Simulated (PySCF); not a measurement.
Atom-mapped SMILES (the numbers label the heavy atoms): `[CH3:1][CH2:2][SiH2:3][N:4]([SiH3:5])[SiH3:6]`; H(Xn) means a hydrogen on atom n.

Theory: coordinates at the GFN2-xTB level, σ from GIAO-PBE0/pcSseg-1, in PySCF (rapidly exchanging positions averaged, single conformer, no solvent, no relativistic terms).

Task: List the cross peaks expected in HSQC, COSY and HMBC spectra.

Result: 

HSQC (one-bond C–H):
```
          δH        δC
1.16 (H(C1))  9.3 (C1)
0.88 (H(C2))  8.1 (C2)
```

COSY cross peaks (H two or three bonds apart, from the bond graph; peaks can be absent where the dihedral angle is near 90°):
```
           δH            δH
4.84 (H(Si3))  0.88 (H(C2))
 1.16 (H(C1))  0.88 (H(C2))
```

HMBC (two and three bonds, from the bond graph):
```
           δH                  δC
4.84 (H(Si3))  9.3 (C1), 8.1 (C2)
 1.16 (H(C1))            8.1 (C2)
 0.88 (H(C2))            9.3 (C1)
```

Chemical shifts δ = σref − σ; ¹H (31.72 ppm) and ¹³C (186.93 ppm) against TMS, all at this level.

Short H···H contacts in this conformer between protons four or more bonds apart (candidates for NOE cross peaks, intensity ∝ r⁻⁶): H(C2)···H(Si5) 2.50 Å, H(C1)···H(Si5) 2.61 Å, H(Si3)···H(Si6) 2.64 Å.

Shifts are as computed. Against solution values, carbons near 30 ppm lie about +3 ppm off and those near 130 ppm about +5 ppm. Of 1211 compounds with measured shifts, 218 miss one by over three times the rms of a fit or turn the order of signals round; such compounds aren't used in these exercises.
